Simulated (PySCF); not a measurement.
Dipole moment and polarisability across levels of theory

Species: C₃H₁₁PSi₂.
SMILES: `C=C(C)[SiH2]P[SiH3]`

PySCF, dipoles from the SCF density, polarisabilities from static response with core orbitals frozen. Geometry: PBE0-D3(BJ)/def2-SVP, one conformer, isolated molecule.

Q: How do dipole and polarisability depend on functional and basis here?

A: 

```csv
level,μ (D),α (au),anisotropy (au)
CAM-B3LYP/def2-SVPD,0.854,120.51,21.74
wB97X-D/def2-SVPD,0.931,120.68,21.96
LC-wPBE/def2-SVPD,0.956,117.72,21.03
PBE0/6-31G*,1.199,102.72,21.12
PBE0/6-31+G*,0.990,114.44,23.60
PBE0/def2-SVP,0.980,107.10,19.88
PBE0/aug-cc-pVDZ,0.881,124.66,22.90
PBE0/def2-TZVP,0.869,118.65,22.46
```

The anisotropy is √(½[(α1 − α2)² + (α2 − α3)² + (α3 − α1)²]). The dipole runs from 0.85 D (CAM-B3LYP/def2-SVPD) to 1.20 D (PBE0/6-31G*). No reference polarisability is at hand; against PBE0 in the largest diffuse basis at hand (aug-cc-pVDZ) the other PBE0 rows deviate by 6-31G* -18%, 6-31+G* -8%, def2-SVP -14%, def2-TZVP -5%. With PBE0 the polarisability is 109.49 au without diffuse functions (mean of 6-31G*, def2-SVP and def2-TZVP) and 119.55 au with them (mean of 6-31+G* and aug-cc-pVDZ).
